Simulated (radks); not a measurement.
Q: Excited configurations of Eu2+: one electron is placed in a higher orbital outside [Xe] 4f6. The ground configuration is [Xe] 4f7. All-electron calculation, scalar-relativistic Kohn-Sham, r2SCAN, spin-polarised, spherical densities, finite nucleus; open shells are filled with parallel spins first (spin-orbit coupling, left out, can overturn this in heavy ions); meta-GGA in the generalised Kohn-Sham scheme; Fermi nuclear charge, rms radius 5.1115 fm. Program: a radial shooting solver on a logarithmic mesh with Libxc functionals. Excitation = E - E(ground); binding = E(ion) - E, where the ion is the core of charge +3; n* = 3/sqrt(2 binding) in atomic units, and the quantum defect is n - n*.

outer orbital  excitation (eV)  binding (eV)     n*  quantum defect  eigenvalue (eV)  <r> (bohr)
5d                       6.246        19.930  2.479           2.521          -15.516       2.324
6s                       7.046        19.130  2.530           3.470          -16.599       3.360
6p                      11.538        14.637  2.892           3.108          -12.557       4.060
7s                      16.366         9.809  3.533           3.467           -8.524       6.418
7p                      18.106         8.070  3.895           3.105           -6.990       7.495

Estimate the row for 7d.

A: excitation (eV) 20.393; binding (eV) 5.783; n* 4.602; quantum defect 2.398; eigenvalue (eV) -4.939; <r> (bohr) 9.861. The Delta-SCF ionisation energy is 26.176 eV (NIST Atomic Spectra Database: 24.84 eV, semi-empirical). Self-interaction in the functional shifts the binding energies and quantum defects, so they are the method's values and not measured ones. Open shells are spherical and high-spin; term and fine-structure splittings are not resolved. Spin-orbit splitting is averaged out at the scalar-relativistic level.
